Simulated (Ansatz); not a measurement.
Gas-phase electronic energies from Ansatz, PBE0-D4/def2-TZVP geometries. CCSD(T)/CBS adds triple-zeta CCSD(T) − MP2 to the extrapolated MP2 energy (def2 sets, frozen cores). This one scheme is used for every species. DFT in def2-TZVPP. One conformer a species, not always the lowest.

Consider the substitution at a C–C bond: `[SiH3]C[CH]1[AlH][S]1` + `C=N` → `C=NC[SiH3]` + `[CH2]1[AlH][S]1`.

`[SiH3]C[CH]1[AlH][S]1`:

```xyz
12

Si   -1.318   -0.018   -1.410
C     0.174   -0.608   -0.417
C     0.758    0.451    0.496
Al    1.501    0.162    2.246
S    -0.413    1.003    1.919
H    -2.483    0.265   -0.535
H    -1.714   -1.055   -2.404
H    -0.954    1.227   -2.141
H    -0.109   -1.506    0.141
H     0.945   -0.921   -1.133
H     1.057    1.342   -0.056
H     2.556   -0.342    3.293
```

`C=N`:

Cartesian coordinates in Å:
```
C -0.003 0.390 -0.010
N -0.565 -0.730 0.123
H 1.066 0.536 -0.209
H -0.607 1.296 0.074
H 0.108 -1.491 0.022
```

`C=NC[SiH3]`:

Z-matrix (Å, degrees):
```
C
N 1 1.436
Si 1 1.892 2 109.5
H 1 1.095 2 109.0 3 -116.7
H 1 1.102 2 113.6 3 122.8
C 2 1.259 1 118.6 3 -110.8
H 3 1.484 1 110.5 2 -58.1
H 3 1.487 1 109.5 2 62.6
H 3 1.488 1 108.9 2 -178.2
H 6 1.089 2 119.2 1 178.4
H 6 1.099 2 123.3 1 -1.8
```

`[CH2]1[AlH][S]1`:

Z-matrix (Å, degrees):
```
C
S 1 1.909
Al 1 1.913 2 67.2
H 1 1.087 2 111.1 3 117.7
H 1 1.087 2 111.1 3 -117.7
H 3 1.567 1 155.5 2 -180.0
```

| level | ΔE (kJ/mol) |
| --- | --- |
| revPBE-D4 | 14.2 |
| B2PLYP | 10.3 |
| r2SCAN0 | 10.7 |
| CCSD/def2-SVP | 17.2 |

(1) What does CCSD(T)/CBS give? (Best estimate.)

(2) What do rigid-rotor, harmonic-oscillator terms from PBE0-D4/def2-TZVP frequencies (298.15 K, 1 bar) make of the CCSD(T)/CBS value? (An estimate is asked.)

Largest T1 diagnostic among the species: 0.014.

## Answers

(1) Computed: +17.9 kJ/mol. The listed levels differ from it by -3.7, -7.6, -7.2, -0.7 kJ/mol.

(2) The calculation gave: ΔZPE = +0.3 kJ/mol, ΔH = +16.2 kJ/mol, ΔS = 0 J/(mol·K), ΔG = +16.1 kJ/mol.

In def2-TZVPP, CCSD(T) changes the Hartree–Fock value by +12.2 kJ/mol (the triples alone add +1.9 kJ/mol) and MP2 by +14.5 kJ/mol. The D4 term adds +7.8 kJ/mol with B3LYP and +4.4 kJ/mol with PBE0; it sums over pairs of atoms, weighted by their polarisabilities, and B3LYP, whose exchange is more repulsive, gets the larger term.

CCSD(T)/CBS has its own doubt, a few kJ/mol and more with outer-core shells, so smaller differences from it don't rank the levels.

B3LYP here is the variant with VWN-RPA as its local correlation; programs differ in this.
